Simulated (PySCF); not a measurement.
Molfile (atoms numbered from 1):
```
C4H14Si2
     RDKit          3D

 20 19  0  0  0  0  0  0  0  0999 V2000
   -3.2296    0.0677   -0.3247 C   0  0  0  0  0  0  0  0  0  0  0  0
   -1.8184    0.4337    0.1048 C   0  0  0  0  0  0  0  0  0  0  0  0
   -0.8274   -0.7121   -0.0688 C   0  0  0  0  0  0  0  0  0  0  0  0
    0.5967   -0.4192    0.4345 C   0  0  0  0  0  0  0  0  0  0  0  0
    1.6976   -1.9502    0.3008 Si  0  0  0  0  0  4  0  0  0  0  0  0
    1.4221    1.0513   -0.4262 Si  0  0  0  0  0  4  0  0  0  0  0  0
   -3.6119   -0.7908    0.2510 H   0  0  0  0  0  0  0  0  0  0  0  0
   -3.2638   -0.2092   -1.3906 H   0  0  0  0  0  0  0  0  0  0  0  0
   -3.9282    0.9048   -0.1763 H   0  0  0  0  0  0  0  0  0  0  0  0
   -1.4753    1.3123   -0.4698 H   0  0  0  0  0  0  0  0  0  0  0  0
   -1.8181    0.7515    1.1626 H   0  0  0  0  0  0  0  0  0  0  0  0
   -1.2259   -1.6016    0.4533 H   0  0  0  0  0  0  0  0  0  0  0  0
   -0.7879   -0.9927   -1.1378 H   0  0  0  0  0  0  0  0  0  0  0  0
    0.5662   -0.1739    1.5139 H   0  0  0  0  0  0  0  0  0  0  0  0
    1.9544   -2.2841   -1.1358 H   0  0  0  0  0  0  0  0  0  0  0  0
    1.0217   -3.1243    0.9386 H   0  0  0  0  0  0  0  0  0  0  0  0
    3.0095   -1.7210    0.9798 H   0  0  0  0  0  0  0  0  0  0  0  0
    0.8304    2.3626   -0.0168 H   0  0  0  0  0  0  0  0  0  0  0  0
    1.2689    0.9059   -1.9081 H   0  0  0  0  0  0  0  0  0  0  0  0
    2.8814    1.0871   -0.0975 H   0  0  0  0  0  0  0  0  0  0  0  0
  1  2  1  0
  2  3  1  0
  3  4  1  0
  4  5  1  0
  4  6  1  0
  1  7  1  0
  1  8  1  0
  1  9  1  0
  2 10  1  0
  2 11  1  0
  3 12  1  0
  3 13  1  0
  4 14  1  0
  5 15  1  0
  5 16  1  0
  5 17  1  0
  6 18  1  0
  6 19  1  0
  6 20  1  0
M  END
```

Geometry: PBE0-D3(BJ)/def2-SVP; GIAO shifts from PySCF 2.14.0 with density-fitted response routines, gas phase, non-relativistic, averaged over equivalent atoms.

At PBE0/pcSseg-1 (186 basis functions, 65 s wall time on 1 thread of an Arm Neoverse N1, shared host):
```tsv
atoms	δ (ppm)
C3	34.9
C2	29.3
C1	16.5
C4	0.6
Si5/Si6	-60.6
H15/H16/H17/H18/H19/H20	3.92
H10/H11	1.28
H12/H13	1.27
H7/H8/H9	1.01
H14	0.05
```

Shifts are taken against calculated references (same method and geometry level): ¹³C (184.41 ppm), ²⁹Si (351.99 ppm), ¹H (31.27 ppm) vs TMS.

**Question.** Estimate the result of repeating the calculation with CAM-B3LYP/pcSseg-1.

**Answer.** 
```csv
atoms,δ at CAM-B3LYP/pcSseg-1,change
C3,34.9,+0.0
C2,29.3,+0.0
C1,16.3,-0.2
C4,0.7,+0.1
Si5/Si6,-61.1,-0.5
H15/H16/H17/H18/H19/H20,3.83,-0.09
H10/H11,1.27,-0.01
H12/H13,1.24,-0.03
H7/H8/H9,1.03,+0.02
H14,-0.10,-0.15
```

References, each an isolated molecule treated in the same way: ¹³C (182.45 ppm) and ²⁹Si (343.41 ppm) and ¹H (31.33 ppm) vs TMS.

The largest change is at Si5/Si6 (silicon bonded to C, 3 H). Cost: 186 basis functions, 63 s wall time on 1 thread of an Arm Neoverse N1, shared host. The order of the carbon signals is the same at both levels.
